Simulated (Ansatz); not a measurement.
Ideal-gas functions of CH4BBrSi (`BrC1B[SiH2]1`) at 800 K and 1 bar, from an Ansatz frequency run at PBE0-D4/def2-TZVP.

Molar mass 134.84 g/mol, point group C1 (symmetry number 1), electronic degeneracy 1, moments of inertia 36.901, 354.739, 374.388 u Å². Harmonic wavenumbers (cm⁻¹, unscaled): 125, 232, 330, 440, 515, 573, 657, 695, 748, 789, 897, 963, 1153, 1277, 2225, 2264, 2718, 3155.

Use S(trans) = R[1.5 ln M + 2.5 ln T − 1.1517]; rotational temperatures θ = 24.2544 K / I; S(rot) = R[ln(√π/σ · √(T³/θAθBθC)) + 1.5]; for each mode x = 1.438777 ν̃/T, S = R[x/(eˣ − 1) − ln(1 − e⁻ˣ)] and H = RT x/(eˣ − 1); 1 cm⁻¹ = 0.0119627 kJ/mol; R = 8.31446 J/(mol·K).

Task: By hand: the entropy, in J/(mol·K).

Result: Translation 190.5. Rotation: θ = 0.6573, 0.0684, 0.0648 K, giving 124.9. Vibration, mode by mode: 20.74, 15.64, 12.77, 10.47, 9.24, 8.42, 7.39, 6.98, 6.45, 6.07, 5.18, 4.71, 3.60, 3.02, 0.77, 0.73, 0.37, 0.19, in all 122.8. Electronic 0.0. Sum 438.2 J/(mol·K).

Task: By hand: H − E and G − E in kJ/mol, counted from the electronic energy.

Result: Zero-point energy ½ × 19756 × 0.0119627 = 118.2; thermal vibration 51.5; translation, rotation and pV give 4 RT = 26.6. H − E = 196.3 kJ/mol, and G − E = 196.3 − 800 × 438.2/1000 = -154.3 kJ/mol.

Vibration gives 28 % of the entropy, 20.7 J/(mol·K) of it from the mode under 150 cm⁻¹: soft modes count most, and the harmonic formula is weakest for them. The sum counts one conformer and one mirror image; others add a mixing term.
